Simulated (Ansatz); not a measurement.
C₃H₁₀GeS, SMILES `C[S][GeH]([CH3])[CH3]`, relaxed with RKS PBE-D4/def2-SVP in Ansatz from a rough embedded geometry. The force threshold is 0.03 eV/Å; the program also tests the step.

Total charge 0; spin multiplicity 1.

Start:

```xyz
15

C     0.139    0.886   -2.387
S    -0.704    1.535   -0.942
Ge    0.283    0.107    0.410
C     0.028    0.689    2.350
C    -0.465   -1.657    0.219
H    -0.214   -0.217   -2.563
H    -0.228    1.437   -3.282
H     1.188    0.925   -2.293
H     1.843    0.023    0.149
H     0.539   -0.041    2.968
H     0.468    1.683    2.399
H    -1.053    0.698    2.512
H    -0.292   -2.055   -0.851
H    -1.551   -1.655    0.364
H     0.018   -2.357    0.947
```

```csv
step,energy (eV),largest force (eV/Å),largest move (Å)
1,-70597.7615,2.852,0.000
2,-70598.0842,0.910,0.192
3,-70598.1364,0.170,0.056
4,-70598.1417,0.047,0.046
5,-70598.1432,0.048,0.043
6,-70598.1437,0.005,0.023
7,-70598.1439,0.010,0.030
```

End:

```xyz
15

C     0.078    0.885   -2.490
S    -0.532    1.549   -0.891
Ge    0.372    0.044    0.518
C    -0.004    0.708    2.327
C    -0.425   -1.734    0.229
H    -0.334   -0.121   -2.705
H    -0.272    1.581   -3.276
H     1.185    0.847   -2.519
H     1.908   -0.020    0.242
H     0.431    0.021    3.080
H     0.432    1.715    2.468
H    -1.097    0.765    2.490
H    -0.258   -2.078   -0.810
H    -1.515   -1.690    0.418
H     0.031   -2.472    0.919
```

Hardware: 2 threads of a server CPU on a shared host. Wall time 20 s, peak host memory 0.69 GiB.
